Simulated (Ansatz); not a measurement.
Basis-set extrapolation for C₃H₈AlBO, SMILES `C=C([BH][AlH2])OC` (PBE0-D4/def2-TZVP geometry, frozen core, the Gaussian-basis code of Ansatz). Multiplicity 1, RHF reference.

```json
{"": "HF", "def2-TZVPP": "-459.731990", "def2-QZVPP": "-459.749063"}
{"": "MP2 correlation", "def2-TZVPP": "-0.907662", "def2-QZVPP": "-0.969907"}
{"": "CCSD(T) correlation", "def2-TZVPP": "-1.004579", "def2-QZVPP": "not run"}
```

Energies in hartree. Use E(X) = E(∞) + A·exp(−7.88·√X) for Hartree–Fock and E(X) = E(∞) + B·X^(−2.97) for correlation, with X = 3 and 4, and add CCSD(T) minus MP2 of the smaller set to the MP2 limit.

Q: What is the CCSD(T) energy at the basis-set limit?

A: HF limit: -459.749063 + (-0.017073) × 0.13774 = -459.75141. MP2 limit: -0.969907 + (-0.062245) × 0.74074 = -1.01601. Higher-order term: -1.004579 − (-0.907662) = -0.09692. Total: -460.86434 hartree, 335.5 kJ/mol below CCSD(T)/def2-TZVPP.
